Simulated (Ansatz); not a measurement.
Ansatz (a program for electronic structure) input (CCSD(T)/aug-cc-pV(D+d)Z):
A basis named .json is the Basis Set Exchange file of that set.

Ansatz 0.2 input:
```yaml
crystal:
  periodic: [false, false, false]
  atoms:
    - {symbol: Si, position_ang: [0.42026260, 0.05614427, -0.04957853]}
    - {symbol: C, position_ang: [-0.27068517, -1.26762061, -1.20238152]}
    - {symbol: C, position_ang: [-0.54858250, 1.65418182, -0.20549828]}
    - {symbol: O, position_ang: [0.23866081, -0.40043861, 1.54397354]}
    - {symbol: H, position_ang: [-0.18789263, -0.95033217, -2.24398020]}
    - {symbol: H, position_ang: [-1.32830473, -1.44105302, -0.97784580]}
    - {symbol: H, position_ang: [0.26053407, -2.21540135, -1.09881642]}
    - {symbol: H, position_ang: [-1.59784046, 1.47725409, 0.05158237]}
    - {symbol: H, position_ang: [-0.50397059, 2.03727031, -1.22655507]}
    - {symbol: H, position_ang: [-0.15840661, 2.41968653, 0.46599374]}
    - {symbol: H, position_ang: [0.63852415, -1.22930246, 1.81921125]}
basis:
  gaussian:
    orbitals: aug-cc-pV_D+d_Z.json
magnetization: {spin_polarized: true, initial_magnetization: 1}
correlation: {method: ccsd_t, electrons: outside_noble_gas}
output: {forces: true}
```

Output:

```
Functional definition: HF
integrals: 0.92 GiB planned
1628 factors; integrals over basis functions are off by at most 1.1e-3 eV
0.94 GiB of device memory are held for the factors and their scratch space
mean field: 0.86 GiB planned
mean field evaluation 1: about -12067.0275 eV, gradient 3.3e1 eV
mean field evaluation 2: about -12067.0281 eV, gradient 3.3e1 eV
mean field evaluation 4: about -12072.4439 eV, gradient 3.6e0 eV
mean field evaluation 8: about -12072.5752 eV, gradient 1.5e-1 eV
mean field evaluation 16: about -12072.5525 eV, gradient 1.4e0 eV
mean field -12072.57583545 eV, -443.6589788671 hartree, gradient 2.0e-6 eV, S^2 0.753161; 0 other end points of the search recorded, 0 dependent functions left out
8 core orbitals not correlated
reference -12072.57583545 eV, -443.6589788671 hartree; 13, 12 occupied and 143, 144 virtual orbitals, 1628 factors
densities: 6.01 GiB planned
second order -16.17446034 eV of doubles, -0.00000000 eV of singles
coupled cluster: 5.08 GiB planned
cycle   1  -16.92347208 eV  change   -7.5e-1 eV  update   9.4e-2
cycle   2  -17.33507178 eV  change   -4.1e-1 eV  update   2.8e-2
cycle   3  -17.44477091 eV  change   -1.1e-1 eV  update   1.6e-2
cycle   4  -17.44448930 eV  change    2.8e-4 eV  update   4.5e-3
cycle   5  -17.44246515 eV  change    2.0e-3 eV  update   2.2e-3
cycle   6  -17.44260073 eV  change   -1.4e-4 eV  update   8.8e-4
cycle   7  -17.44261334 eV  change   -1.3e-5 eV  update   3.7e-4
cycle   8  -17.44265198 eV  change   -3.9e-5 eV  update   1.4e-4
cycle   9  -17.44268860 eV  change   -3.7e-5 eV  update   5.8e-5
cycle  10  -17.44267340 eV  change    1.5e-5 eV  update   2.6e-5
cycle  11  -17.44267084 eV  change    2.6e-6 eV  update   1.2e-5
cycle  12  -17.44267857 eV  change   -7.7e-6 eV  update   5.4e-6
cycle  13  -17.44268085 eV  change   -2.3e-6 eV  update   2.2e-6
perturbative correction -0.54574570 eV, -0.0200557846 hartree
the calculation of the forces begins
0.94 GiB of device memory are held for the factors and their scratch space
Total energy: -12090.56426200 eV, -444.3200413498 hartree
Atom 0 at     0.420263     0.056144    -0.049579 Å, force     0.211758     0.126550    -0.656017 eV/Å
Atom 1 at    -0.270685    -1.267621    -1.202382 Å, force     0.147878     0.219700     0.175303 eV/Å
Atom 2 at    -0.548582     1.654182    -0.205498 Å, force     0.179594    -0.245338     0.055411 eV/Å
Atom 3 at     0.238661    -0.400439     1.543974 Å, force    -0.179473    -0.018025     0.769656 eV/Å
Atom 4 at    -0.187893    -0.950332    -2.243980 Å, force     0.030861     0.139205    -0.481758 eV/Å
Atom 5 at    -1.328305    -1.441053    -0.977846 Å, force    -0.459263    -0.068109     0.108016 eV/Å
Atom 6 at     0.260534    -2.215401    -1.098816 Å, force     0.238540    -0.432068     0.044590 eV/Å
Atom 7 at    -1.597840     1.477254     0.051582 Å, force    -0.453477    -0.086627     0.110219 eV/Å
Atom 8 at    -0.503971     2.037270    -1.226555 Å, force     0.015557     0.177900    -0.467613 eV/Å
Atom 9 at    -0.158407     2.419687     0.465994 Å, force     0.172794     0.355793     0.301329 eV/Å
Atom 10 at     0.638524    -1.229302     1.819211 Å, force     0.095232    -0.168981     0.040864 eV/Å
Dipole moment:    -0.014462    -0.197309    -0.118459 e Å
```

It need not be the lowest isomer of its formula.
